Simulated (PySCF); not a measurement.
Species: C7H10O2.
SMILES with atom numbers: `[CH3:1][C@H:2]1[CH2:3][C@:4]2([CH2:5][O:6][C:7]2=[O:8])[CH2:9]1`

Probes without a nucleus sit at each ring's centroid and 1 Å off its mean plane on both sides; NICS is minus the shielding there, NICSzz its component along the normal. Level: GIAO PBE0/pcSseg-1 (PySCF, non-relativistic, gas phase) on the GFN2-xTB geometry, one conformer.

Rings: 1. C2–C3–C4–C9; 2. C4–C5–O6–C7.

```json
{"set": "P", "NICS(0)": "-3.1", "NICS(1), two faces": "-2.1 / -2.1", "NICS(1)zz, two faces": "-0.2 / -0.2"}
{"set": "Q", "NICS(0)": "-1.6", "NICS(1), two faces": "-0.9 / -0.6", "NICS(1)zz, two faces": "2.6 / 3.5"}
```

Problem. Which set (ppm) belongs to which ring?

Solution. P = 2, Q = 1.
- 1 (4-membered carbocycle; formal bonds all single): mean NICS(1)zz 3.0 ppm, deshielded. C2, C3, C4, C9 have four or more neighbours, so the value isn't read as a sign of a π ring current.
- 2 (4-membered ring with O; formal bonds all single): mean NICS(1)zz -0.2 ppm, near zero. C4, C5 have four or more neighbours; no verdict on aromaticity is drawn.

Problem. How do the rings differ in shape?

Solution. 
```
ring            bond lengths (Å)  rms pucker (Å)  HOMA  nearest outside atom to a NICS(1) probe (Å)
   1  1.541, 1.534, 1.534, 1.541            0.07     –                                hydrogen 1.56
   2  1.534, 1.441, 1.359, 1.516            0.00     –                                hydrogen 1.65
```

On one thread of an Arm Neoverse V1, no GPU, on a shared host, this took 42 s of wall time (grids of density and orbitals included) and 0.91 GiB of memory at its peak. This is the whole shielding run at PBE0/pcSseg-1, SCF included.
